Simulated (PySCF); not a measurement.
MoO₄ (SMILES [O]=[Mo-2](=[O])(=[O])=[O]), charge -2, singlet, at a GFN2-xTB geometry (such geometries of metal compounds can be far from the true shape) (core potentials on Mo); PySCF with B3LYP/def2-SVP.

PySCF was given this input:
```python
from pyscf import gto, scf, dft

mol = gto.M(
    atom='''
Mo    0.00000000   -0.00000000    0.00000000
O     1.39196717   -0.30250817   -0.96057373
O     0.47788879    0.29669542    1.62338530
O    -0.83104508    1.37333660   -0.61245111
O    -1.03881088   -1.36752385   -0.05036046
''',
    basis='def2-svp',
    ecp={'Mo': 'def2-svp'},
    charge=-2,
    verbose=4,
)

mf = dft.RKS(mol)
mf.xc = 'b3lyp'
mf.diis = False
mf.max_cycle = 100
mf.kernel()
```

Q: Write the output that PySCF gives for this input, abridged.

A: 
```
PySCF version 2.14.0

[INPUT] verbose = 4
[INPUT] num. atoms = 5
[INPUT] num. electrons = 48
[INPUT] charge = -2
[INPUT] spin (= nelec alpha-beta = 2S) = 0
[INPUT] symmetry False subgroup None
[INPUT] Mole.unit = angstrom
[INPUT] Symbol           X                Y                Z      unit          X                Y                Z       unit  Magmom
[...]
nuclear repulsion = 210.414390792091
number of shells = 35
number of NR pGTOs = 153
number of NR cGTOs = 87
basis = def2-svp
ecp = {'Mo': 'def2-svp'}

******** <class 'pyscf.dft.rks.RKS'> ********
method = RKS
initial guess = minao
damping factor = 0
level_shift factor = 0
DIIS disabled
SCF conv_tol = 1e-09
SCF conv_tol_grad = None
SCF max_cycles = 100
direct_scf = True
direct_scf_tol = 1e-13
XC library pyscf.dft.libxc version 7.1.2
    S. Lehtola, C. Steigemann, M. J. T. Oliveira, and M. A. L. Marques,  SoftwareX 7, 1–5 (2018)
XC functionals = b3lyp
    P. J. Stephens, F. J. Devlin, C. F. Chabalowski, and M. J. Frisch,  J. Phys. Chem. 98, 11623 (1994)
radial grids:
    Treutler-Ahlrichs [JCP 102, 346 (1995); DOI:10.1063/1.469408] (M4) radial grids

becke partition: Becke, JCP 88, 2547 (1988); DOI:10.1063/1.454033
pruning grids: <function nwchem_prune>
grids dens level: 3
symmetrized grids: False
atomic radii adjust function: <function treutler_atomic_radii_adjust>
small_rho_cutoff = 0
Set gradient conv threshold to 3.16228e-05
Initial guess from minao.
tot grids = 78768
init E= -361.344286748865
[...]
cycle= 1 E= -368.251220910259  delta_E= -6.91  |g|= 1.97  |ddm|= 3.42
[...]
cycle= 2 E= -364.796237087505  delta_E= 3.45  |g|= 4.52  |ddm|= 6.56
[...]
cycle= 3 E= -360.696760058748  delta_E=  4.1  |g|= 6.09  |ddm|= 8.55
[...]
cycle= 4 E= -340.796650562537  delta_E= 19.9  |g|= 7.67  |ddm|= 21.9

WARN: HOMO -0.00707747130312247 == LUMO -0.00706712792741045

cycle= 5 E= -322.811081468668  delta_E=   18  |g|=   10  |ddm|= 22.7
[...]
cycle= 6 E= -270.754800478601  delta_E= 52.1  |g|= 12.7  |ddm|= 32.9
[...]
cycle= 7 E= -304.093614405853  delta_E= -33.3  |g|= 10.6  |ddm|= 34.3
[...]
cycle= 8 E= -268.273800261216  delta_E= 35.8  |g|=   12  |ddm|= 37.5
[...]
cycle= 9 E= -304.057981585173  delta_E= -35.8  |g|= 10.7  |ddm|= 37.6
[...]
cycle= 10 E= -268.364159780248  delta_E= 35.7  |g|=   12  |ddm|= 37.5
[...]
cycle= 11 E= -304.091496224479  delta_E= -35.7  |g|= 10.7  |ddm|= 37.5
[...]
cycle= 12 E= -268.375176284563  delta_E= 35.7  |g|=   12  |ddm|= 37.5
[...]
cycle= 13 E= -304.095768747474  delta_E= -35.7  |g|= 10.7  |ddm|= 37.5
[...]
cycle= 14 E= -268.376357044351  delta_E= 35.7  |g|=   12  |ddm|= 37.5
[...]
cycle= 15 E= -304.096284228011  delta_E= -35.7  |g|= 10.7  |ddm|= 37.5
[...]
cycle= 16 E= -268.376486275293  delta_E= 35.7  |g|=   12  |ddm|= 37.5
[...]
cycle= 17 E= -304.09635325205  delta_E= -35.7  |g|= 10.7  |ddm|= 37.5
[...]
cycle= 18 E= -268.376501644757  delta_E= 35.7  |g|=   12  |ddm|= 37.5
[...]
cycle= 19 E= -304.096365000371  delta_E= -35.7  |g|= 10.7  |ddm|= 37.5
[...]
cycle= 20 E= -268.376503935847  delta_E= 35.7  |g|=   12  |ddm|= 37.5
[...]
cycle= 21 E= -304.096367792592  delta_E= -35.7  |g|= 10.7  |ddm|= 37.5
[...]
cycle= 22 E= -268.376504431496  delta_E= 35.7  |g|=   12  |ddm|= 37.5
[...]
cycle= 23 E= -304.096368666513  delta_E= -35.7  |g|= 10.7  |ddm|= 37.5
[...]
cycle= 24 E= -268.376504581532  delta_E= 35.7  |g|=   12  |ddm|= 37.5
[...]
cycle= 25 E= -304.096368982761  delta_E= -35.7  |g|= 10.7  |ddm|= 37.5
[...]
cycle= 26 E= -268.376504635565  delta_E= 35.7  |g|=   12  |ddm|= 37.5
[...]
cycle= 27 E= -304.096369104203  delta_E= -35.7  |g|= 10.7  |ddm|= 37.5
[...]
cycle= 28 E= -268.376504656325  delta_E= 35.7  |g|=   12  |ddm|= 37.5
[...]
cycle= 29 E= -304.096369151886  delta_E= -35.7  |g|= 10.7  |ddm|= 37.5
[...]
cycle= 30 E= -268.37650466448  delta_E= 35.7  |g|=   12  |ddm|= 37.5
[...]
cycle= 31 E= -304.096369170767  delta_E= -35.7  |g|= 10.7  |ddm|= 37.5
[...]
cycle= 32 E= -268.376504667702  delta_E= 35.7  |g|=   12  |ddm|= 37.5
[...]
[...]
[...]
cycle= 50 E= -268.376504669816  delta_E= 35.7  |g|=   12  |ddm|= 37.5
[...]
cycle= 51 E= -304.096369183205  delta_E= -35.7  |g|= 10.7  |ddm|= 37.5
[...]
cycle= 52 E= -268.376504669821  delta_E= 35.7  |g|=   12  |ddm|= 37.5
[...]
cycle= 53 E= -304.096369183204  delta_E= -35.7  |g|= 10.7  |ddm|= 37.5
[...]
cycle= 54 E= -268.376504669821  delta_E= 35.7  |g|=   12  |ddm|= 37.5
[...]
cycle= 55 E= -304.096369183206  delta_E= -35.7  |g|= 10.7  |ddm|= 37.5
[...]
cycle= 56 E= -268.376504669816  delta_E= 35.7  |g|=   12  |ddm|= 37.5
[...]
cycle= 57 E= -304.096369183208  delta_E= -35.7  |g|= 10.7  |ddm|= 37.5
[...]
cycle= 58 E= -268.376504669813  delta_E= 35.7  |g|=   12  |ddm|= 37.5
[...]
cycle= 59 E= -304.096369183206  delta_E= -35.7  |g|= 10.7  |ddm|= 37.5
[...]
cycle= 60 E= -268.376504669814  delta_E= 35.7  |g|=   12  |ddm|= 37.5
[...]
cycle= 61 E= -304.096369183207  delta_E= -35.7  |g|= 10.7  |ddm|= 37.5
[...]
cycle= 62 E= -268.376504669814  delta_E= 35.7  |g|=   12  |ddm|= 37.5
[...]
cycle= 63 E= -304.09636918321  delta_E= -35.7  |g|= 10.7  |ddm|= 37.5
[...]
cycle= 64 E= -268.376504669814  delta_E= 35.7  |g|=   12  |ddm|= 37.5
[...]
cycle= 65 E= -304.096369183209  delta_E= -35.7  |g|= 10.7  |ddm|= 37.5
[...]
cycle= 66 E= -268.376504669816  delta_E= 35.7  |g|=   12  |ddm|= 37.5
[...]
cycle= 67 E= -304.096369183208  delta_E= -35.7  |g|= 10.7  |ddm|= 37.5
[...]
cycle= 68 E= -268.376504669816  delta_E= 35.7  |g|=   12  |ddm|= 37.5
[...]
cycle= 69 E= -304.096369183205  delta_E= -35.7  |g|= 10.7  |ddm|= 37.5
[...]
cycle= 70 E= -268.376504669812  delta_E= 35.7  |g|=   12  |ddm|= 37.5
[...]
cycle= 71 E= -304.096369183206  delta_E= -35.7  |g|= 10.7  |ddm|= 37.5
[...]
cycle= 72 E= -268.376504669813  delta_E= 35.7  |g|=   12  |ddm|= 37.5
[...]
cycle= 73 E= -304.096369183206  delta_E= -35.7  |g|= 10.7  |ddm|= 37.5
[...]
cycle= 74 E= -268.376504669812  delta_E= 35.7  |g|=   12  |ddm|= 37.5
[...]
cycle= 75 E= -304.096369183211  delta_E= -35.7  |g|= 10.7  |ddm|= 37.5
[...]
cycle= 76 E= -268.376504669819  delta_E= 35.7  |g|=   12  |ddm|= 37.5
[...]
cycle= 77 E= -304.09636918321  delta_E= -35.7  |g|= 10.7  |ddm|= 37.5
[...]
cycle= 78 E= -268.376504669819  delta_E= 35.7  |g|=   12  |ddm|= 37.5
[...]
cycle= 79 E= -304.096369183208  delta_E= -35.7  |g|= 10.7  |ddm|= 37.5
[...]
cycle= 80 E= -268.376504669813  delta_E= 35.7  |g|=   12  |ddm|= 37.5
[...]
cycle= 81 E= -304.096369183208  delta_E= -35.7  |g|= 10.7  |ddm|= 37.5
[...]
cycle= 82 E= -268.376504669817  delta_E= 35.7  |g|=   12  |ddm|= 37.5
[...]
cycle= 83 E= -304.096369183206  delta_E= -35.7  |g|= 10.7  |ddm|= 37.5
[...]
cycle= 84 E= -268.376504669813  delta_E= 35.7  |g|=   12  |ddm|= 37.5
[...]
cycle= 85 E= -304.096369183207  delta_E= -35.7  |g|= 10.7  |ddm|= 37.5
[...]
cycle= 86 E= -268.376504669811  delta_E= 35.7  |g|=   12  |ddm|= 37.5
[...]
cycle= 87 E= -304.096369183208  delta_E= -35.7  |g|= 10.7  |ddm|= 37.5
[...]
cycle= 88 E= -268.376504669815  delta_E= 35.7  |g|=   12  |ddm|= 37.5
[...]
cycle= 89 E= -304.096369183206  delta_E= -35.7  |g|= 10.7  |ddm|= 37.5
[...]
cycle= 90 E= -268.376504669815  delta_E= 35.7  |g|=   12  |ddm|= 37.5
[...]
cycle= 91 E= -304.096369183208  delta_E= -35.7  |g|= 10.7  |ddm|= 37.5
[...]
cycle= 92 E= -268.376504669812  delta_E= 35.7  |g|=   12  |ddm|= 37.5
[...]
cycle= 93 E= -304.096369183205  delta_E= -35.7  |g|= 10.7  |ddm|= 37.5
[...]
cycle= 94 E= -268.376504669813  delta_E= 35.7  |g|=   12  |ddm|= 37.5
[...]
cycle= 95 E= -304.096369183211  delta_E= -35.7  |g|= 10.7  |ddm|= 37.5
[...]
cycle= 96 E= -268.376504669815  delta_E= 35.7  |g|=   12  |ddm|= 37.5
[...]
cycle= 97 E= -304.096369183208  delta_E= -35.7  |g|= 10.7  |ddm|= 37.5
[...]
cycle= 98 E= -268.376504669814  delta_E= 35.7  |g|=   12  |ddm|= 37.5
[...]
cycle= 99 E= -304.096369183207  delta_E= -35.7  |g|= 10.7  |ddm|= 37.5
[...]
cycle= 100 E= -268.376504669812  delta_E= 35.7  |g|=   12  |ddm|= 37.5
SCF not converged.
SCF energy = -268.376504669812
```

Convergence was not reached.
